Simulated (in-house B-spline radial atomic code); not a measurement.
Configurations of the scandium ion Sc⁶⁺, with energies counted from [Ne] 3s2 3p3. Computed with a B-spline radial code for spherical atoms: scalar-relativistic (X2C) LC-wPBE, spin-polarised, spherical fractional occupations, exact exchange averaged over the configuration, Fermi nucleus of rms radius 3.5459 fm. Shells without spins written out take the highest spin.

Occupations are held fixed; configurations that lie above the ionisation limit could autoionise.

```json
{"configuration": "[Ne] 3s1 3p3 3d1", "E - E(ref) (eV)": "48.888", "highest orbital": "3d up", "its <r> (bohr)": "1.043"}
{"configuration": "[Ne] 3s2 3p2 4s1", "E - E(ref) (eV)": "67.384", "highest orbital": "4s up", "its <r> (bohr)": "2.09"}
{"configuration": "[Ne] 3s2 3p2 4f1", "E - E(ref) (eV)": "92.947", "highest orbital": "4f up", "its <r> (bohr)": "2.325"}
{"configuration": "[He] 2s2 2p5 3s2 3p3 3d1", "E - E(ref) (eV)": "416.08", "highest orbital": "3d up", "its <r> (bohr)": "0.9831"}
{"configuration": "[He] 2s2 2p5 3s2 3p3 4f1", "E - E(ref) (eV)": "480.69", "highest orbital": "4f up", "its <r> (bohr)": "2.291"}
```

(1) Order these further configurations by energy, lowest first.
A. [Ne] 3s2 3p2 4d1
B. [Ne] 3s1 3p3 4p1
C. [He] 2s2 2p5 3s2 3p3 4d1
D. [Ne] 3s1 3p3 4d1
E. [He] 2s2 2p5 3s2 3p3 4s1

(2) How far above the reference does [He] 2s2 2p5 3s2 3p3 4p1 lie?

## Answers

(1) A (86.104 eV), B (90.383 eV), D (101.5 eV), E (453.77 eV), C (472.61 eV).

(2) 461.44 eV; its least bound orbital is 4p up with <r> = 2.159 bohr.
